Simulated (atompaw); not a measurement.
How hard is this S PAW (atompaw) potential?

```json
{"Element": "sulfur (S)", "Generator": "atompaw 4.2.0.5", "Type": "PAW", "Functional": "PBEsol", "Relativity": "scalar-relativistic", "Frozen core": "[Ne]", "Valence charge": "6", "Reference configuration": "3s2 3p4", "Partial waves": "3s (bound): rc 1.25 bohr; 3s channel at 3 Ry: rc 1.25 bohr; 3p (bound): rc 1.25 bohr; 3p channel at 1.5 Ry: rc 1.15 bohr; 3d channel at -0.05 Ry: rc 1.25 bohr; 3d channel at 0.6 Ry: rc 1.25 bohr", "Local potential": "bessel scheme, radius 1.05 bohr", "Core correction": "smooth core density matched at 1.10 bohr", "Augmentation charge": "sinc compensation charge, radius 1.20 bohr; PAW radius 1.25 bohr; waves and projectors: custom rrkj vanderbiltortho"}
```

The pseudo-atom Hamiltonian at the reference potential is diagonalised in spherical Bessel functions j_l(qr) that vanish at 20 bohr, with q² up to the cutoff. All-electron valence levels (Ry): 3s -1.2638, 3p -0.5129.

Task: How do the lowest levels (Ry) of each channel move with the cutoff, and are there ghosts?

Result:

```tsv
cutoff (Ry)	s #1	p #1	d #1	f #1	Σ f·Δε (mRy)
8	-1.1684	-0.4939	0.0712	0.1172	267.0
12	-1.2150	-0.5036	0.0711	0.1172	135.0
18	-1.2527	-0.5066	0.0710	0.1172	47.8
25	-1.2620	-0.5113	0.0709	0.1172	10.4
30	-1.2632	-0.5124	0.0709	0.1172	3.3
40	-1.2634	-0.5128	0.0708	0.1172	1.4
50	-1.2637	-0.5128	0.0708	0.1172	0.7
60	-1.2638	-0.5129	0.0708	0.1172	0.4
400	-1.2638	-0.5129	0.0708	0.1172	0.0
```

Result: no extra level below or beside the all-electron valence levels (s, p, d, f tested); 10 mRy is reached at 30 Ry and 1 mRy at 50 Ry.
